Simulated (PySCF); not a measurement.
# Reading the logs of faulty runs: Al2BFH3

Calculated results; nothing here was measured. The program is PySCF 2.14.0, an open-source quantum chemistry code, run on an isolated molecule that a program drew, which may never have been made. The molecule is Al2BFH3 (charge 0, doublet), drawn as the SMILES string `[F][AlH][BH][AlH]`.

Each row is a Hartree-Fock (HF) and frozen-core CCSD(T) single point in the cc-pV(D+d)Z basis, meant for a local HF minimum. Run 1 is clean. Each other run has one planted mistake out of seven kinds, and not every kind appears here: one electron removed, one electron added, multiplicity raised by two, geometry at a saddle point, minimal basis STO-3G, one bond length entered in bohr, all coordinates scaled. The reference is restricted for singlets and unrestricted otherwise, and also for a bond in bohr. Adding or removing an electron swaps singlet and doublet. Electrons count all cores. HOMO and LUMO are orbital energies over both spins, the gradient is its largest component, and the lowest frequency (negative if imaginary) is given only where the gradient is small. Bond lengths are over the 6 bonds as drawn. T1 is the CCSD diagnostic: over 0.02 (restricted) or 0.045 (unrestricted) a single reference is doubtful.

Geometry of the clean run:
```xyz
7
Al2BFH3, angstrom
F    -1.6906    2.3730    2.2085
Al   -0.4290    3.2542    1.5786
B     1.1059    2.1943    0.5593
Al    2.9995    1.6732    1.3167
H    -0.5045    4.8064    1.8501
H     0.9858    2.0025   -0.6274
H     3.4984    0.3463    2.0336
```

| run | electrons | basis functions | <S^2> | HOMO (eV) | LUMO (eV) | gradient (hartree/bohr) | lowest frequency (cm^-1) | mean bond (Å) | longest bond (Å) | T1 | HF (hartree) | CCSD(T) (hartree) | mistake |
|---|---|---|---|---|---|---|---|---|---|---|---|---|---|
| 1 | 43 | 89 | 0.836 | -7.79 | 0.46 | 3.6e-05 | 47 | 1.7113 | 2.126 | 0.0331 | -609.70955 | -610.13666 | no fault |
| 2 | 43 | 31 | 0.801 | -3.66 | 7.41 | 4.1e-02 | - | 1.7113 | 2.126 | 0.0320 | -602.09578 | -602.23857 | minimal basis STO-3G |
| 3 | 42 | 89 | 0.000 | -15.12 | -6.32 | 3.0e-02 | - | 1.7113 | 2.126 | 0.0181 | -609.45114 | -609.86762 | ? |
| 4 | 43 | 89 | 1.555 | -8.04 | 0.26 | 1.8e-02 | - | 1.8904 | 2.283 | 0.0619 | -609.60489 | -610.02865 | ? |

**Which mistake was planted in run 3, and what did it cost?**

It counts 42 electrons, one fewer than the clean run, at the same geometry and basis. So the mistake is: one electron removed. Subtracting run 1 and multiplying by 627.51 kcal/mol a hartree, the energy moved by 162.2 kcal/mol in HF and 168.8 kcal/mol in CCSD(T).

**Which mistake was planted in run 4, and what did it cost?**

The mean bond changes by a factor of 1.105 and the longest by 1.074, so the molecule wasn't scaled as a whole. A length L in bohr read as angstrom grows by (1/0.5292 - 1) L = 0.890 L. The 6 bonds together grew by 6 x 0.1791 = 1.075 Å, which gives L = 1.208 Å. That is bond B3-H6, 1.208 Å in the clean geometry. So the mistake is: one bond length entered in bohr. Subtracting run 1 and multiplying by 627.51 kcal/mol a hartree, the energy moved by 65.7 kcal/mol in HF and 67.8 kcal/mol in CCSD(T).

Cautions from the logs. Run 4: T1 is over the limit, so its CCSD(T) energy is less reliable.
